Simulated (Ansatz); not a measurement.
HgO2⁻. Charge -1, multiplicity 2. Geometry PBE-D4/def2-TZVPD; atoms count from 1.

Cartesian coordinates in Å:
```
Hg 0.000 0.000 0.000
O 0.041 1.813 0.672
O -0.041 -1.813 -0.672
```

In the def2 sets Hg takes a core potential; there is no spin–orbit coupling. The structure comes from a short search, and lower isomers may exist.

**Question.** Estimate the Mulliken populations from the PBE0/def2-TZVPD orbitals of Ansatz.

**Answer.** 
| atom | charge (e) | spin (α − β) | d electrons |
| --- | --- | --- | --- |
| Hg1 | 0.50 | -0.09 | 9.69 |
| O2 | -0.75 | 0.54 | – |
| O3 | -0.75 | 0.54 | – |
Mulliken values and Mayer orders depend strongly on the basis. With diffuse functions, as here, like atoms can get unlike values, and bond orders can come out too low or too high.

**Question.** Where does the spin sit?

**Answer.** Summed by element: Hg -0.09, O 1.09, of 1 unpaired in all. Largest on single atoms: O2 0.54, O3 0.54, Hg1 -0.09.

**Question.** And the Mayer bond orders between bonded heavy atoms (over 0.3)?

**Answer.** Hg1–O2 0.80 (1.93 Å); Hg1–O3 0.80 (1.93 Å). Values over 0.3 also appear between atoms too far apart for a bond (O2–O3 0.43 at 3.87 Å); they arise where an orbital or an unpaired electron spreads over both atoms.
